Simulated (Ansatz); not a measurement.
Calculated with Ansatz (gas phase, PBE0-D4/def2-TZVP geometries, no zero-point term in ΔE). CCSD(T)/CBS adds triple-zeta CCSD(T) − MP2 to the extrapolated MP2 energy (def2 sets, frozen cores). Functionals use def2-TZVPP. B3LYP here is the variant with VWN-RPA as its local correlation; programs differ in this. For Ge outer-core shells are correlated without core-valence functions, which leaves a few kJ/mol of doubt a bond. Scalar relativity is left out up to krypton. Each species was taken in one conformer, which may not be the lowest.

Reaction (formal exchange of groups at a Ge–Si bond): `[OH][GeH2][SiH2]S` + `O[SiH2]O` → `[OH][GeH2][SiH](O)O` + `[SiH3]S`

```csv
level,ΔE (kJ/mol),difference from CCSD(T)/CBS
PBE-D4,7.0,-2.6
r2SCAN-D4,7.6,-2.0
PBE0-D4,8.6,-1.0
B3LYP-D4,7.0,-2.6
ωB97X-V,6.6,-3.0
B2PLYP,7.9,-1.7
PBE0,8.1,-1.5
HF/def2-TZVPP,8.8,-0.8
SCS-MP2/def2-TZVPP,10.1,0.5
CCSD/def2-TZVPP,8.8,-0.8
HF/def2-QZVPP,9.0,-0.6
MP2/def2-QZVPP,11.6,2.0
SCS-MP2/def2-QZVPP,10.5,0.9
HF/CBS(def2),9.1,-0.5
MP2/CBS(def2),11.8,2.2
CCSD/CBS(def2),9.4,-0.2
CCSD(T)/CBS,9.6,0
```

Largest T1 diagnostic among the species: 0.012.
